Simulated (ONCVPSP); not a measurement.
Which setting gave this result? (Nd, ONCV)

Base potential:

* Element: Nd
* Generator: ONCVPSP 4.0.1
* Type: optimised norm-conserving Vanderbilt (ONCV)
* Functional: LDA (Perdew-Wang 92)
* Relativity: scalar-relativistic
* Frozen core: [Kr] 4d10 4f3
* Valence charge: 11
* Reference configuration: 5s2 5p6 5d1 6s2
* Partial waves: 5s+6s: rc 2.10 bohr, ncon 4, nbas 8, qcut 5.3 1/bohr, 3 projectors, debl 3.6 Ha; 5p: rc 2.00 bohr, ncon 4, nbas 8, qcut 7.2 1/bohr, 2 projectors, debl 2.2 Ha; 5d: rc 2.25 bohr, ncon 4, nbas 8, qcut 3.8 1/bohr, 1 projector
* Local potential: polynomial inside 1.85 bohr (lpopt 5, dvloc0 3 Ha)
* Core correction: Teter function, fcfact 2, rcfact 1

Cutoffs, loose and tight: the cutoffs (Ha) at which the residual kinetic energy of the hardest occupied pseudo-wave falls to 1 and 0.1 mHa per electron. They do not see the model core or the augmentation charge, which bear on the density cutoff. Test errors are all-electron minus pseudo excitation energies from the reference, over the configurations 5s2 5p6 5d1 6s1; 5s2 5p6 5d1 6s0; 5s2 5p6 5d0 6s0; 5s2 5p6 5d2 6s1; variants that change the core or the reference have their own tests.

Only the s radius is moved (1 further runs of the sweep failed or gave no value and are left out):

```json
{"s radius (bohr)": "1.76", "cutoff, loose": "16 Ha", "cutoff, tight": "37 Ha", "bound ghosts": "none", "largest test error (meV)": "-42", "median size of the test errors": "2.7 meV"}
{"s radius (bohr)": "1.88", "cutoff, loose": "16 Ha", "cutoff, tight": "20 Ha", "bound ghosts": "none", "largest test error (meV)": "-42", "median size of the test errors": "2.9 meV"}
{"s radius (bohr)": "2.18", "cutoff, loose": "16 Ha", "cutoff, tight": "20 Ha", "bound ghosts": "none", "largest test error (meV)": "-44", "median size of the test errors": "3.3 meV"}
{"s radius (bohr)": "2.34", "cutoff, loose": "16 Ha", "cutoff, tight": "20 Ha", "bound ghosts": "none", "largest test error (meV)": "-44", "median size of the test errors": "3.9 meV"}
{"s radius (bohr)": "2.78", "cutoff, loose": "16 Ha", "cutoff, tight": "20 Ha", "bound ghosts": "none", "largest test error (meV)": "-45", "median size of the test errors": "5.7 meV"}
{"s radius (bohr)": "3.02", "cutoff, loose": "16 Ha", "cutoff, tight": "20 Ha", "bound ghosts": "none", "largest test error (meV)": "-44", "median size of the test errors": "6.4 meV"}
```

One more run gave cutoff, loose: 16 Ha; cutoff, tight: 20 Ha; bound ghosts: none; largest test error (meV): -45; median size of the test errors: 5.0 meV. Which value of the s radius was used?

2.6 bohr. The median size of the test errors moves one way along this sweep, from 2.7 meV at 1.76 to 6.4 meV at 3.02 bohr, which places the run between 2.34 and 2.78 bohr.
